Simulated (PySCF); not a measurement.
Compound: C6H12BN.
Geometry (PBE0-D3(BJ)/def2-SVP, Å), atoms numbered from 1 in this order:
```
atom  x, y, z in Å
C1     3.9075    0.0181   -0.4789
C2     2.5308   -0.3949   -0.6434
N3     1.4365   -0.7242   -0.7795
B4    -0.0471   -1.1194   -0.9206
C5    -0.8767   -0.3695    0.2451
C6    -1.0297    1.1735    0.2421
C7    -2.4994    1.0010    0.6677
C8    -2.4212   -0.4602    0.1893
H9     4.5684   -0.6320   -1.0701
H10    4.1953   -0.0486    0.5804
H11    4.0308    1.0571   -0.8177
H12   -0.3578   -0.7438   -2.0497
H13   -0.0563   -2.3449   -0.8368
H14   -0.5395   -0.6934    1.2474
H15   -0.3726    1.7672    0.8996
H16   -0.9504    1.5796   -0.7804
H17   -2.6130    1.0627    1.7620
H18   -3.2537    1.6595    0.2071
H19   -2.9145   -1.2325    0.8004
H20   -2.7758   -0.5676   -0.8488
```

All values: PBE0/pcSseg-1 and PBE0/def2-SVPD (PySCF, non-relativistic), on one gas-phase PBE0-D3(BJ)/def2-SVP geometry that isn't relaxed in the solvent. The solvent is an IEF-PCM continuum (van der Waals radii × 1.2). Specific hydrogen bonds and non-electrostatic terms are outside this model.

Gas phase at PBE0/pcSseg-1: HOMO -6.83 eV, LUMO -0.48 eV, dipole 7.35 D.

Question: What does the continuum do to the energy, the frontier levels and the dipole at PBE0/pcSseg-1 in acetonitrile and dimethylsulfoxide?

Answer: 
| solvent | ε | E(solvent) − E(gas) (kcal/mol) | polarisation term (kcal/mol) | distortion of the solute (kcal/mol) | HOMO (eV) | LUMO (eV) | dipole (D) |
| --- | --- | --- | --- | --- | --- | --- | --- |
| acetonitrile | 35.69 | -10.00 | -12.47 | 2.47 | -7.19 | -0.06 | 9.36 |
| dimethylsulfoxide | 46.83 | -10.10 | -12.63 | 2.53 | -7.20 | -0.06 | 9.38 |

The first energy column is the sum of the next two and covers electrostatics alone. From acetonitrile to dimethylsulfoxide the lowering changes by a factor 1.01, Onsager's factor (ε − 1)/(2ε + 1) by 1.01 and ε itself by 1.3.

Question: Which radius a makes the point-dipole formula ΔE = −[(ε − 1)/(2ε + 1)]·μ²/a³ give the value in dimethylsulfoxide, with the gas-phase dipole?

Answer: μ = 2.893 au and |ΔE| = 0.01610 Eh give a = 3.34 Å; the farthest nucleus lies 4.71 Å from the centroid of the nuclei, so such a sphere wouldn't even hold the nuclei. The formula assumes a rigid point dipole at the centre of a sphere.

Question: Give the dipole vector in the frame of the coordinates (D, pointing from negative to positive charge), gas and dimethylsulfoxide.

Answer: Gas (7.13, 1.65, 0.71), solvent (8.98, 2.43, 1.19). Its length changes by +28 % and its direction by 3°.

Question: Which Hirshfeld charges (PBE0/pcSseg-1) respond most in acetonitrile (means over atoms taken as equivalent)?

Answer: 
```csv
atoms,environment,gas (e),solvent (e),change
C2,triply bonded carbon,+0.171,+0.207,+0.036
N3,nitrogen bonded to B and C,+0.005,-0.019,-0.024
H12/H13,B–H hydrogen,-0.091,-0.113,-0.022
H9/H10/H11,methyl hydrogen,+0.086,+0.100,+0.014
C1,methyl carbon,-0.062,-0.050,+0.012
B4,four-coordinate boron,-0.041,-0.052,-0.011
```

Question: Which Mayer bond orders change most in acetonitrile?

Answer: 
```json
{"bond": "N3–B4", "length (Å)": "1.542", "gas": "0.640", "solvent": "0.659", "change": "+0.019"}
{"bond": "C2–N3", "length (Å)": "1.151", "gas": "2.658", "solvent": "2.640", "change": "-0.018"}
{"bond": "B4–C5", "length (Å)": "1.615", "gas": "0.881", "solvent": "0.896", "change": "+0.015"}
{"bond": "C1–H9", "length (Å)": "1.100", "gas": "0.927", "solvent": "0.915", "change": "-0.012"}
{"bond": "C1–H10", "length (Å)": "1.100", "gas": "0.927", "solvent": "0.915", "change": "-0.012"}
{"bond": "C1–H11", "length (Å)": "1.100", "gas": "0.927", "solvent": "0.915", "change": "-0.012"}
{"bond": "C1–C2", "length (Å)": "1.447", "gas": "1.042", "solvent": "1.051", "change": "+0.009"}
{"bond": "C8–C5", "length (Å)": "1.548", "gas": "1.015", "solvent": "1.012", "change": "-0.003"}
```

Gas phase at PBE0/def2-SVPD: HOMO -6.83 eV, LUMO -0.53 eV, dipole 7.30 D.

Question: What does the continuum do to the energy, the frontier levels and the dipole at PBE0/def2-SVPD in acetonitrile?

Answer: 
```json
{"solvent": "acetonitrile", "ε": "35.69", "E(solvent) − E(gas) (kcal/mol)": "-9.92", "polarisation term (kcal/mol)": "-12.44", "distortion of the solute (kcal/mol)": "2.52", "HOMO (eV)": "-7.16", "LUMO (eV)": "-0.11", "dipole (D)": "9.35"}
```

Question: How does the static polarisability (PBE0/def2-SVPD, frozen core, with the continuum's full static response) change?

Answer: 
```csv
medium,isotropic (au),principal values (au),⟨r²⟩ of the electrons (bohr²)
gas,100.3,"77.6, 88.6, 134.8",1505.2
acetonitrile,131.4,"110.7, 118.7, 164.9",1502.2
```

The isotropic value in acetonitrile is 1.31 times the gas-phase one; no cavity-field correction is applied. ⟨r²⟩ is taken about the centre of nuclear charge.
